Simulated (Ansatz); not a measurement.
Input for Ansatz (a program for electronic structure): R-wB97M-V/def2-TZVPP on FH4NOSi (SMILES N[SiH](O)F), a point of a torsion scan.

Ansatz 0.2 input:
```yaml
crystal:
  periodic: [false, false, false]
  atoms:
    - {symbol: N, position_ang: [1.24915758, -0.35040096, -0.19661002]}
    - {symbol: Si, position_ang: [-0.27343887, 0.40235290, 0.06828497]}
    - {symbol: O, position_ang: [-1.45978589, -0.44239679, -0.62636224]}
    - {symbol: F, position_ang: [-0.15534926, 1.81568855, -0.68047830]}
    - {symbol: H, position_ang: [2.07220816, 0.22058308, -0.09815963]}
    - {symbol: H, position_ang: [1.42369908, -1.26429244, 0.18661986]}
    - {symbol: H, position_ang: [-0.69848518, 0.72031278, 1.41690149]}
    - {symbol: H, position_ang: [-1.30898850, -1.28674619, -1.03914451]}
basis:
  gaussian:
    orbitals: def2-TZVPP
hamiltonian:
  xc: {name: wB97M-V}
scf: {lower_state_search: off}
```

It printed:

```
WARN ansatz: RAYON_NUM_THREADS=1 ignored (pool sized by the plan → 1); use --threads N
Functional definition: wB97M-V
these checks for a lower state are left out or cut short: stability, starts, cluster_reference, orbital_swaps, neighbouring_geometries, increment
integrals: 0.13 GiB planned
989 factors; their error is unknown
integrals: 0.16 GiB planned
220 factors; integrals over basis functions are off by at most 9.7e-6 eV
mean field: 1.06 GiB planned
mean field evaluation 1: about -14194.1012 eV, gradient 6.9e1 eV
mean field evaluation 2: about -14194.0872 eV, gradient 7.0e1 eV
mean field evaluation 4: about -14201.6670 eV, gradient 2.2e0 eV
mean field evaluation 8: about -14201.6945 eV, gradient 2.8e-2 eV
mean field evaluation 16: about -14201.6945 eV, gradient 3.2e-6 eV
mean field -14201.69450076 eV, -521.9026466486 hartree, gradient 3.2e-6 eV, S^2 0.000000; 0 other end points of the search recorded, 0 dependent functions left out
reference -14201.69454257 eV, -521.9026481851 hartree; 21, 21 occupied and 170, 170 virtual orbitals, 989 factors
Total energy: -14201.69454257 eV, -521.9026481851 hartree
Checks for a lower state left out: stability, starts, cluster_reference, orbital_swaps, neighbouring_geometries, increment
```

Self-consistency was reached.

Cost: roughly 8 core-seconds.
